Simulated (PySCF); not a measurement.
Species: `C#CC(=O)OC(F)(F)F`. The columns A, B, C and D hold Mulliken, IAO, Hirshfeld and ESP-fitted charges (e) of one PBE0/pcSseg-1 density (PySCF), in a shuffled order. Coordinates in Å (GFN2-xTB); the density's dipole moment is (3.34, 0.56, 1.20) D.

```
atom       x       y       z       A       B       C       D
  C1   2.915   0.064   0.160  -0.181  -0.141  -0.026  -0.123
  C2   1.757  -0.068  -0.129  +0.272  -0.329  -0.043  -0.071
  C3   0.396  -0.256  -0.531  +0.379  +0.938  +0.232  +0.523
  O4  -0.001  -0.740  -1.538  -0.313  -0.473  -0.202  -0.359
  O5  -0.441   0.234   0.477  -0.470  -0.407  -0.122  -0.347
  C6  -1.770   0.158   0.307  +0.974  +0.662  +0.315  +0.959
  F7  -2.356   0.677   1.379  -0.237  -0.168  -0.089  -0.264
  F8  -2.204   0.839  -0.752  -0.252  -0.182  -0.092  -0.271
  F9  -2.212  -1.092   0.179  -0.252  -0.183  -0.092  -0.271
 H10   3.925   0.187   0.425  +0.080  +0.282  +0.118  +0.223
```

**Question.** Which column most likely holds the ESP-fitted charges?

**Answer.** B. Σ q r misses the density's dipole by 0.03 D (B), 0.84 D (A), 0.87 D (D), 0.89 D (C). Charges fitted to the outside potential are the only set here that is tied to the molecule's multipoles.

**Question.** And the Hirshfeld charges?

**Answer.** C. The mean sizes are 0.133 e (C), 0.341 e (A), 0.341 e (D), 0.376 e (B), and Hirshfeld charges are commonly the smallest of these schemes.

As computed, A = Mulliken, B = ESP-fitted, C = Hirshfeld, D = IAO.

The IAO scheme counts the electrons in orthogonalised intrinsic atomic orbitals, a minimal basis polarised so that it spans the occupied orbitals exactly. The ESP scheme is a least-squares fit of atom-centred charges to the potential on four shells outside the van der Waals surface, with the total charge fixed.

One conformer (not necessarily the lowest) at the GFN2-xTB geometry, without solvent, vibrations or thermal averaging.

The run behind these numbers computed NMR shieldings as well. Hardware: Arm Neoverse N1, one thread (shared host). Cost: 27 s, 0.71 GiB resident at most.

Shape of the structure used: `[CH:1]#[C:2][C:3](=[O:4])[O:5][C:6]([F:7])([F:8])[F:9]`: C2–C3–O5–C6 180°, C3–O5–C6–F7 180°.
